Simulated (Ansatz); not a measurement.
Saddle point of AlH$_{6}$O$_{4}$F, closed shell (AlH₄O₃F ([OH][Al]([OH])([OH2])[F]) + H₂O → AlH₄O₃F ([OH][Al]([OH])([OH2])[F]) + H₂O; bonds formed: O2–H7, O8–H12; bonds broken: O3–H12, H7–O8), PBE0-D4/def2-TZVP structure:

Al1  (-0.473, -0.448, 0.823)
O2  (1.190, -0.610, 0.136)
O3  (-1.001, 0.802, -0.377)
O4  (-1.217, -1.977, 0.699)
H5  (1.562, 1.849, -1.354)
F6  (-0.512, 0.303, 2.311)
H7  (1.315, 0.229, -0.828)
O8  (1.047, 1.062, -1.555)
H9  (1.498, -1.504, -0.024)
H10  (-1.616, 1.487, -0.118)
H11  (-1.788, -2.319, 1.382)
H12  (-0.004, 1.127, -1.095)
(Å)

Energies are electronic, without zero-point energy. Barriers and step energies count from the start structure reached by relaxing down the imaginary mode; all methods use the PBE0-D4 structures, on which another method's saddle can fall below an end. Computed with Ansatz 0.2.0 (basis: def2-TZVPP, with def2-QZVPP for the basis limit); correlated methods freeze the cores. B3LYP uses VWN-RPA correlation. Extrapolation: Hartree–Fock as exp(−7.88 √X), correlation as X^−2.97.

| method | barrier (kcal/mol) | step energy (kcal/mol) |
| --- | --- | --- |
| SPW92 | -1.66 | -0.45 |
| PBE-D4 | 2.83 | -0.32 |
| BLYP-D4 | 4.48 | -0.37 |
| r2SCAN-D4 | 3.36 | -0.39 |
| B97M-V | 7.08 | -0.44 |
| PBE0-D4 | ? | -0.41 |
| B3LYP-D4 | 5.45 | -0.44 |
| r2SCAN0-D4 | 4.57 | -0.46 |
| BHLYP-D4 | ? | -0.53 |
| CAM-B3LYP-D4 | 5.17 | -0.48 |
| wB97X-V | 5.81 | -0.43 |
| wB97M-V | 6.29 | -0.43 |
| B2PLYP | ? | -0.44 |
| PBE-QIDH | 5.46 | -0.47 |
| RPA on PBE | 6.16 | -0.35 |
| HF | 12.94 | -0.58 |
| MP2 | 5.52 | -0.46 |
| CCSD | 7.61 | -0.46 |
| CCSD(T) | 6.57 | -0.43 |

Question: Fill in the withheld barriers. (An estimate is asked for; the value comes from the calculation.)

Answer: Computed: PBE0-D4 4.36; BHLYP-D4 7.48; B2PLYP 5.98 kcal/mol. Each is the energy of the saddle less that of the start structure, by the same method.

For comparison, the barrier by CCSD(T) at an estimated basis limit (MP2 extrapolated from triple and quadruple zeta, plus CCSD(T) − MP2 in triple zeta) is 6.92 kcal/mol.

No T1 diagnostic of these runs exceeds 0.011.

Labels in which every atom is bracketed show which atoms are joined, not bond orders.

For scale, one of the runs: CCSD(T)/def2-TZVPP, 281 basis functions, launched by `ansatz run in.yaml --threads 8 --pin off --events-out ev --progress --plain --max-ram 19148MiB`. Hardware: 8 CPU threads of an Arm Neoverse V2, shared host. Wall time 3.5 min; peak host memory 8.9 GiB.
